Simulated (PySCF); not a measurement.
Compound: C₆H₆P₃ (charge -1).
Geometry (GFN2-xTB, Å), atoms numbered from 1 in this order:
```
atom  x, y, z in Å
C1    -3.1748    0.8235    0.0317
C2    -2.6736   -0.4091    0.1064
C3    -1.2736   -0.7553    0.0907
P4    -0.8801   -2.4653    0.2027
P5     1.1912   -2.3358    0.1331
C6     1.3607   -0.5907    0.0018
C7     2.7044   -0.0725   -0.0747
C8     3.0418    1.2127   -0.1788
P9    -0.0307    0.4718   -0.0344
H10   -4.2373    1.0130    0.0490
H11   -2.5252    1.6808   -0.0494
H12   -3.3507   -1.2545    0.1874
H13    3.4861   -0.8259   -0.0418
H14    4.0712    1.5333   -0.2319
H15    2.2862    1.9819   -0.2137
```

Method used: PySCF, TDDFT CAM-B3LYP/def2-SVPD, vertical, gas phase, core orbitals frozen in the response.

Transition dipole moments from the ground state, in atomic units and in the frame of the coordinates above (overall signs are arbitrary), for the states with f of 0.002 or more among the lowest 8:

```tsv
state	E (hartree)	μx	μy	μz
S2	0.1275	-1.340	-0.084	0.045
S4	0.1502	-1.647	-0.103	0.056
S6	0.1610	-0.096	1.485	-0.105
S8	0.1897	0.009	0.022	0.304
```

Question: Work out the oscillator strengths.

Answer: f = (2/3) ΔE |μ|² with ΔE in hartree (27.2114 eV).

```json
{"state": "S2", "|μ|² (au)": "1.804", "|μ| (D)": "3.41", "f": "0.153"}
{"state": "S4", "|μ|² (au)": "2.727", "|μ| (D)": "4.20", "f": "0.273"}
{"state": "S6", "|μ|² (au)": "2.225", "|μ| (D)": "3.79", "f": "0.239"}
{"state": "S8", "|μ|² (au)": "0.093", "|μ| (D)": "0.78", "f": "0.012"}
```

Question: What is the point group, and which symmetry does each of these states have?

Answer: C2v. The ground state is totally symmetric, so the direction of μ fixes the label. Polarised along the twofold axis, so A1: S6. Polarised across the twofold axis, so B1 or B2: S2, S4 and S8. Which of B1 and B2 hangs on the choice of axes; S2 and S4 take one label and S8 the other.

Question: All atoms lie in one plane. Which transitions are polarised in it and which across it?

Answer: In the plane: S2, S4 and S6. Perpendicular: S8. 

Question: Which bond between heavy atoms lies closest to the direction of the S4 transition dipole?

Answer: P4–P5, at 0° from it; next C2–C3 and C6–C7 at 18°.

Question: What angle do the transition dipoles of S2 and S4 make?

Answer: |cos θ| = |μa·μb| / (|μa| |μb|) = 1.00, so θ ≈ 0° (taken between 0 and 90°, since the signs are arbitrary).

Question: How is the summed strength of these states shared among x, y and z?

Answer: (2/3) Σ ΔE μα² gives 0.425 for x, 0.238 for y and 0.013 for z, 0.677 in all.

Question: What peak molar absorption coefficient would the strongest computed level give as a lone Gaussian band 0.3 eV wide at half height?

Answer: ε(max) = 2.175×10⁸ f / FWHM, with the width in cm⁻¹. S4: 2.175×10⁸ × 0.2730 / 2420 ≈ 25000 L mol⁻¹ cm⁻¹.

No detachment energy is given for this anion; states above it aren't bound, and a finite basis only mimics them.

One conformer stands for the species.
